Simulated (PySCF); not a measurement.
Isomers of C5H8F3NSi, mass 167.038 u with the commonest isotopes. Method: PBE0/pcSseg-1 in PySCF (dipole) on a GFN2-xTB geometry, gas phase. One conformer each, none proved a minimum here; rigid rotors.

Task: Order these by radius of gyration √(Σ m r²/M), largest first.
A. `[F:1][C:2]([F:3])([F:4])[CH2:5][Si@H:6]1[CH:7]=[CH:8][CH2:9][NH:10]1` with C2–C5–Si6–C7 179°, C5–Si6–C7–C8 123°, C7–C8–C9–N10 -7°, C8–C9–N10–Si6 15°, C5–Si6–N10–C9 -132°
B. `[CH:1]#[C:2][CH2:3][NH:4][SiH2:5][C:6]([F:7])([F:8])[CH2:9][F:10]` with C2–C3–N4–Si5 -87°, C3–N4–Si5–C6 179°, N4–Si5–C6–F7 -75°, Si5–C6–C9–F10 22°
C. `[CH2:1]=[N:2][SiH2:3][CH2:4][C:5](=[CH2:6])[C:7]([F:8])([F:9])[F:10]` with C1–N2–Si3–C4 -117°, N2–Si3–C4–C5 49°, Si3–C4–C5–C6 -108°

Result: B (2.543 Å), A (2.383 Å), C (2.161 Å).

Task: Order these by out-of-plane moment Σ m c² = (Ia + Ib − Ic)/2, largest first.
A. `[F:1][C:2]([F:3])=[C:4]([F:5])[C@@H:6]1[CH2:7][CH2:8][NH:9][SiH2:10]1` with C2–C4–C6–C7 -128°, C4–C6–C7–C8 -160°, C6–C7–C8–N9 42°, C7–C8–N9–Si10 -27°, C8–N9–Si10–C6 4°
B. `[CH2:1]=[N:2][SiH2:3][CH2:4][C:5](=[CH2:6])[C:7]([F:8])([F:9])[F:10]` with C1–N2–Si3–C4 -117°, N2–Si3–C4–C5 49°, Si3–C4–C5–C6 -108°
C. `[CH3:1][SiH2:2][C@H:3]([C:4]#[N:5])[CH2:6][C:7]([F:8])([F:9])[F:10]` with C1–Si2–C3–C4 -42°, Si2–C3–C6–C7 -58°
D. `[F:1][C:2]([F:3])([F:4])[CH2:5][Si@H:6]1[CH:7]=[CH:8][CH2:9][NH:10]1` with C2–C5–Si6–C7 179°, C5–Si6–C7–C8 123°, C7–C8–C9–N10 -7°, C8–C9–N10–Si6 15°, C5–Si6–N10–C9 -132°
E. `[CH:1]#[C:2][CH2:3][NH:4][SiH2:5][C:6]([F:7])([F:8])[CH2:9][F:10]` with C2–C3–N4–Si5 -87°, C3–N4–Si5–C6 179°, N4–Si5–C6–F7 -75°, Si5–C6–C9–F10 22°

Result: B (137.74 u·Å²), A (108.82 u·Å²), E (97.02 u·Å²), D (58.30 u·Å²), C (57.12 u·Å²).

Task: Order these by rotational constant B, smallest first.
A. `[CH3:1][SiH2:2][C@H:3]([C:4]#[N:5])[CH2:6][C:7]([F:8])([F:9])[F:10]` with C1–Si2–C3–C4 -42°, Si2–C3–C6–C7 -58°
B. `[CH:1]#[C:2][CH2:3][NH:4][SiH2:5][C:6]([F:7])([F:8])[CH2:9][F:10]` with C2–C3–N4–Si5 -87°, C3–N4–Si5–C6 179°, N4–Si5–C6–F7 -75°, Si5–C6–C9–F10 22°
C. `[CH2:1]=[N:2][SiH2:3][CH2:4][C:5](=[CH2:6])[C:7]([F:8])([F:9])[F:10]` with C1–N2–Si3–C4 -117°, N2–Si3–C4–C5 49°, Si3–C4–C5–C6 -108°
D. `[F:1][C:2]([F:3])([F:4])[CH2:5][Si@H:6]1[CH:7]=[CH:8][CH2:9][NH:10]1` with C2–C5–Si6–C7 179°, C5–Si6–C7–C8 123°, C7–C8–C9–N10 -7°, C8–C9–N10–Si6 15°, C5–Si6–N10–C9 -132°

Result: B (539.4 MHz), D (609.1 MHz), A (709.8 MHz), C (818.7 MHz).

| SMILES | point group | Ia (u·Å²) | Ib (u·Å²) | Ic (u·Å²) | κ | μa (D) | μb (D) | μc (D) |
| --- | --- | --- | --- | --- | --- | --- | --- | --- |
| FC(F)(F)C[Si@H]1C=CCN1 | C1 | 176.97 | 829.74 | 890.11 | -0.96 | 2.85 | 0.10 | 0.75 |
| C[SiH2][C@H](C#N)CC(F)(F)F | C1 | 284.35 | 712.03 | 882.14 | -0.77 | 0.52 | 1.69 | 0.47 |
| C=N[SiH2]CC(=C)C(F)(F)F | C1 | 300.33 | 617.29 | 642.14 | -0.93 | 1.16 | 0.54 | 0.71 |
| C#CCN[SiH2]C(F)(F)CF | C1 | 240.31 | 936.88 | 983.15 | -0.97 | 0.36 | 0.06 | 0.60 |
| FC(F)=C(F)[C@@H]1CCN[SiH2]1 | C1 | 225.03 | 820.95 | 828.34 | -0.99 | 2.87 | 1.24 | 0.20 |
